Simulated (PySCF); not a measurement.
This script is equivalent to a calculation on Ca⁺ (calcium, charge +1).

```python
from pyscf import gto, scf, dft, mp, cc
import basis_set_exchange as bse
mol = gto.M(atom="Ca 0 0 0", charge=1, spin=1, symmetry="D2h",
            basis=gto.basis.parse(bse.get_basis("x2c-SVPall", elements=["Ca"], fmt="nwchem", header=False)),
            nucmod="G")
mf = scf.UHF(mol).sfx2c1e()
mf.irrep_nelec = {'Ag': (4, 3), 'B1u': (2, 2), 'B2u': (2, 2), 'B3u': (2, 2)}
mf.kernel()
```

Problem. What total energy does it give?

Solution. -679.33084 hartree (calculated).

Problem. Which occupied shell lies highest, and where?

Solution. 4s α, at -11.324 eV.

Problem. What is ⟨S²⟩, and what would a pure spin state give?

Solution. 0.750, against 0.75.
